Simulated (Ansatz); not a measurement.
## Four-centre ligand exchange

Start structure (SnH6Se, singlet), relaxed at PBE0-D4/def2-TZVP:

Sn1  (-1.370, -0.144, -0.567)
H2  (-0.279, -1.449, -0.672)
H3  (-0.691, 1.242, -1.289)
H4  (-1.756, 0.168, 1.061)
H5  (-2.799, -0.560, -1.409)
H6  (2.197, -0.670, 1.561)
Se7  (2.025, 0.765, 1.313)
H8  (2.672, 0.648, 0.002)
(Å)

The step: H₂Se + SnH₄ → SnH₄Se ([SeH][SnH3]) + H₂; bonds formed: Sn1–Se7, H2–H6; bonds broken: Sn1–H2, H6–Se7. Computed with Ansatz 0.2.0 (basis: def2-TZVPP and def2-QZVPP); correlated methods freeze the cores. Filled d shells of the heavier atoms are correlated. Core potentials replace the inner electrons of the atoms past krypton. The def2 sets are not built for correlating such inner shells, so the correlated values are less sure here. Extrapolation: Hartree–Fock as exp(−7.88 √X), correlation as X^−2.97. Energies below are by CCSD(T) at an estimated basis limit (MP2 extrapolated from triple and quadruple zeta, plus CCSD(T) − MP2 in triple zeta).

(1) What are the electronic barrier and the energy of the step, from the start structure to the end structure? (Judge from chemistry; the value comes from the calculation.)

No T1 diagnostic of these runs exceeds 0.014.

## Answers

(1) By the calculation: Barrier 39.67 kcal/mol; step energy -13.98 kcal/mol (downhill); reverse barrier, their difference, 53.64 kcal/mol. Barrier and step energy count from the start structure, the reverse barrier from the end structure.

The saddle point: One imaginary mode of 1269i cm⁻¹.
```
   pair  start (Å)  saddle (Å)  end (Å)
Sn1–Se7       3.99        2.98     2.53
  H2–H6       3.42        0.97     0.75
 Sn1–H2       1.70        1.99     4.23
 H6–Se7       1.47        1.85     3.26
```

Zero-point energy (harmonic, PBE0-D4): ZPE is 25.62 kcal/mol at the start and 24.90 kcal/mol at the saddle, so the barrier goes from 39.67 to 38.94 kcal/mol.

Labels in which every atom is bracketed show which atoms are joined, not bond orders.

For scale, one of the runs: CCSD(T)/def2-TZVPP, 182 basis functions, launched by `ansatz run in.yaml --threads 4 --pin off --events-out ev --progress --plain --max-ram 9574MiB`. The run took 42 s on 4 CPU threads of an AMD EPYC 7R43 (shared host), with 2 GiB of host memory at its peak.
